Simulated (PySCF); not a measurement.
CH₄O₄Si, SMILES O=C(O)[SiH](O)O.

Geometry: PBE0-D3(BJ)/def2-SVP. The values are those of a single conformer.

Calculation: PySCF with PBE0-D3(BJ)/def2-SVP.

Frequencies are harmonic and unscaled.

```csv
mode,ν (cm⁻¹),IR (km/mol),Raman (Å⁴/amu),depolarisation,moving atoms (share of kinetic energy)
1,55,0.9,0.9,0.75,O 94 %
2,143,9.8,0.7,0.75,"O 80 %, H 13 %"
3,178,32.6,1.6,0.73,"H 47 %, O 40 %, Si 8 %"
4,198,74.5,2.4,0.75,"H 53 %, O 40 %"
5,298,9.6,0.7,0.73,"O 70 %, H 18 %, C 9 %"
6,364,73.5,1.0,0.61,"O 59 %, Si 25 %, H 11 %"
7,422,51.4,2.0,0.54,"H 75 %, O 18 %"
8,451,65.1,5.7,0.41,"O 37 %, Si 35 %, H 22 %"
9,535,43.3,3.3,0.72,"C 41 %, H 41 %, Si 10 %, O 9 %"
10,696,196.3,7.2,0.28,"H 69 %, O 20 %, C 10 %"
11,721,134.9,5.5,0.17,"H 49 %, O 34 %, C 14 %"
12,755,9.7,6.7,0.74,"H 54 %, C 30 %, O 15 %"
13,795,90.5,3.6,0.24,"H 62 %, O 33 %"
14,863,31.5,7.5,0.34,"H 48 %, O 37 %, Si 16 %"
15,900,59.7,5.3,0.66,"H 54 %, O 28 %, Si 17 %"
16,939,430.8,5.1,0.72,"H 73 %, O 17 %, Si 10 %"
17,990,136.2,1.2,0.75,"Si 45 %, O 33 %, H 22 %"
18,1208,143.0,3.4,0.72,"H 47 %, O 45 %, C 8 %"
19,1377,44.7,5.6,0.35,"C 61 %, H 23 %, O 15 %"
20,1832,246.4,5.2,0.53,"C 61 %, O 38 %"
21,2288,126.5,128.0,0.18,H 97 %
22,3737,55.1,183.0,0.30,H 94 %
23,3839,120.5,46.2,0.18,H 94 %
24,3935,121.7,120.6,0.29,H 94 %
```
